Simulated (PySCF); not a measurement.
Spin states of BeSe

Unrestricted PBE0; Be def2-TZVPP, Se def2-TZVPP; no relativity (PySCF 2.14). Outer shells of the fragments: Be 2s2; Se 3d10 4s2 4p4.

Followed along the bond (rough minima from three points):

| 2Ms+1 | unpaired | ⟨S²⟩ at the start | R at minimum (Å) | Te (eV) |
| --- | --- | --- | --- | --- |
| 1 | none | 0.00 | 1.87 | 0.00 |
| 3 | σ ↑, π ↑ | 2.00 | 2.06 | 0.49 |
| 1 | σ ↑, π ↓ | 1.01 | 2.06 | 0.54 |

Solutions found at the starting distance of 2.075 Å, counted from the lowest of them; the search is not exhaustive and high or unbound solutions are not listed, so other states can lie among these:

```json
{"2Ms+1": "1", "unpaired": "none", "term": "¹Σ⁺", "E (eV)": "0.00", "⟨S²⟩": "0.00", "⟨Lz²⟩": "0.00", "μ (D)": "-5.25"}
{"2Ms+1": "3", "unpaired": "σ ↑, π ↑", "term": "³Π", "E (eV)": "0.15", "⟨S²⟩": "2.00", "⟨Lz²⟩": "1.01", "μ (D)": "-0.54"}
{"2Ms+1": "1", "unpaired": "σ ↑, π ↓", "term": "mixed", "E (eV)": "0.19", "⟨S²⟩": "1.01", "⟨Lz²⟩": "1.01", "μ (D)": "-0.53"}
{"2Ms+1": "3", "unpaired": "σ ↑↑", "term": "³Σ⁺", "E (eV)": "1.97", "⟨S²⟩": "2.01", "⟨Lz²⟩": "0.00", "μ (D)": "-0.54"}
{"2Ms+1": "3", "unpaired": "π ↑↑", "term": "mixed", "E (eV)": "2.85", "⟨S²⟩": "2.02", "⟨Lz²⟩": "2.01", "μ (D)": "-2.44"}
{"2Ms+1": "3", "unpaired": "π ↑↑", "term": "mixed", "E (eV)": "3.12", "⟨S²⟩": "2.02", "⟨Lz²⟩": "2.01", "μ (D)": "-2.54"}
{"2Ms+1": "1", "unpaired": "π ↑↓", "term": "mixed", "E (eV)": "3.13", "⟨S²⟩": "1.04", "⟨Lz²⟩": "2.01", "μ (D)": "-2.50"}
{"2Ms+1": "1", "unpaired": "π ↑↓", "term": "mixed", "E (eV)": "4.27", "⟨S²⟩": "1.01", "⟨Lz²⟩": "2.02", "μ (D)": "5.89"}
{"2Ms+1": "3", "unpaired": "σ ↑, π ↑", "term": "³Π", "E (eV)": "4.91", "⟨S²⟩": "2.01", "⟨Lz²⟩": "1.00", "μ (D)": "-2.99"}
{"2Ms+1": "1", "unpaired": "none", "term": "mixed", "E (eV)": "5.53", "⟨S²⟩": "0.00", "⟨Lz²⟩": "2.01", "μ (D)": "5.90"}
```

A term symbol is given only where ⟨S²⟩ and ⟨Lz²⟩ are close to those of a pure state; real π, δ and φ orbitals otherwise mix terms. A positive dipole means Be(−)Se(+).

Q: Compare the gap between the two lowest followed solutions at the starting distance with the gap between their minima.

A: At PBE0 the second solution (triplet, unpaired electrons σ ↑, π ↑) lies +0.15 eV from the first (singlet, closed shell) at 2.075 Å and +0.49 eV at the minima; the two curves relax by different amounts, since their minima lie near 2.06 and 1.87 Å.

Counting both spins, an empty level lies below a filled one in some of these solutions, because spin and occupation are held.
